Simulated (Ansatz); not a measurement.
`[CH3][GeH]([OH])[F]` + H₂ → `[OH][GeH2][F]` + CH₄ at 600 K and 1 bar (hydrogenolysis of a Ge–C bond).

Program: Ansatz. Geometries: PBE0-D4/def2-TZVP. ΔE: electronic, gas phase. CCSD(T)/CBS is the MP2 limit (def2-TZVPP, def2-QZVPP) plus CCSD(T) − MP2 in def2-TZVPP, frozen cores. This one scheme is used for every species. For Ge outer-core shells are correlated without core-valence functions, which leaves a few kJ/mol of doubt a bond. Scalar relativity is left out up to krypton. One conformer a species, not always the lowest.

```tsv
species	CCSD(T)/CBS energy (Eh)	H − E (kJ/mol)	S (J/(mol·K))
`[CH3][GeH]([OH])[F]`	-2292.21807	215.3	416.3
H₂	-1.17544	43.9	150.8
`[OH][GeH2][F]`	-2252.93819	124.2	350.1
CH₄	-40.46206	140.4	215.7
```

H − E and S are ideal-gas, rigid-rotor, harmonic terms from PBE0-D4/def2-TZVP, for one conformer and one mirror image of each species. The MP2-based limit puts H₂ 0.8 mEh under its directly extrapolated value; such offsets cancel only in part. 1 Eh = 2625.50 kJ/mol, R = 8.31446 J/(mol·K).

Question: By hand: ΔE, ΔH, ΔS and ΔG.

Answer: ΔE = (-2252.93819) + (-40.46206) − (-2292.21807) − (-1.17544) = -0.00674 Eh = -17.7 kJ/mol. Δ(H − E) = 124.2 + 140.4 − 215.3 − 43.9 = 5.4, so ΔH = -12.3 kJ/mol. ΔS = 350.1 + 215.7 − 416.3 − 150.8 = -1.3 J/(mol·K). ΔG = -12.3 − 600 × (-1.3)/1000 = -11.5 kJ/mol.

Question: By hand: the equilibrium constant, and the temperature at which ΔG would vanish if ΔH and ΔS stayed fixed.

Answer: log₁₀ K = −ΔG/(RT ln 10) = 1.0. ΔG = 0 at ΔH/ΔS = 9462 K, far beyond where these terms or the molecules hold.

The number of gas molecules stays the same, so ΔS is small and ΔH decides. A doubt of 5 kJ/mol in ΔE shifts log₁₀ K by 0.4 here. Other conformers and mirror images would add mixing entropy, several J/(mol·K) or more a flexible species. These are equilibria of isolated gas molecules and say nothing of rates. Largest T1 diagnostic: 0.012 (customary marks: 0.02 for closed shells, 0.045 for open ones).
